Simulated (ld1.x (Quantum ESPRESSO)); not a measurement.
calcium (Ca), TM: configuration errors across variants

```
Element                 : Ca (Z = 20)
Generator               : ld1.x (Quantum ESPRESSO) 7.5
Type                    : norm-conserving Troullier–Martins (Kleinman–Bylander form)
Functional              : PBE
Relativity              : scalar-relativistic
Frozen core             : [Ar]
Valence charge          : 2
Reference configuration : 3d0 4s2 4p0
Partial waves           : 4p (bound, empty): rc 3.70 bohr; 3d (bound, empty): rc 2.25 bohr; 4s (bound): rc 2.80 bohr
Local potential         : the s channel
Core correction         : none
```

All-electron excitation energies from the reference (eV): (1) 3d0 4s1 4p0 6.309; (2) 3d0 4s1.5 4p0 2.504; (3) 3d0 4s1 4p1 2.422; (4) 3d1 4s1 4p0 2.282; (5) 3d0 4s0 4p2 4.951; (6) 3d0.5 4s1.5 4p0 1.053; (7) 3d1 4s0 4p0 7.688.

3 further variants failed, have other tests or too few solved ones, and are left out.

Errors AE − PS in meV (a dash: test not solved or not reliable):

```tsv
change	(1)	(2)	(3)	(4)	(5)	(6)	(7)	bound ghosts
base	+6.6	-0.1	+11	+1007	+61	+480	+1527	none
local potential all-electron potential smoothed inside 3.05 bohr (lloc = -1)	+8.3	+0.3	+11	+1015	+62	+489	+1545	none
wave 4s (bound): rc 2.80 bohr becomes 4s (bound): rc 3.68 bohr	+6.4	0.0	+9.9	+795	+60	+367	+1255	none
wave 4p (bound): rc 3.70 bohr becomes 4p (bound): rc 3.72 bohr	+6.6	-0.1	+11	+1007	+61	+480	+1527	none
core correction a·sin(br)/r model core inside 1.10 bohr	-1.2	0.0	-4.6	-125	-21	-44	–	none
all radii scaled by about 0.91 (s 2.56, p 3.38, d 2.06 bohr)	+7.0	+0.1	+10	+715	+63	+330	+1153	none
wave 4s (bound): rc 2.80 bohr becomes 4s (bound): rc 3.36 bohr	+6.5	-0.1	+11	+1017	+61	+485	+1537	none
wave 4s (bound): rc 2.80 bohr becomes 4s (bound): rc 2.36 bohr	+8.0	+0.4	+10	+876	+68	+406	+1373	none
wave 4s (bound): rc 2.80 bohr becomes 4s (bound): rc 2.78 bohr	+6.6	-0.1	+11	+1007	+61	+480	+1527	none
```

Question: Give the same row for: wave 3d (bound): rc 2.25 bohr becomes 3d (bound): rc 2.02 bohr.

Answer: +6.6, -0.1, +11, +1005, +61, +486, +1518; bound ghosts: none.
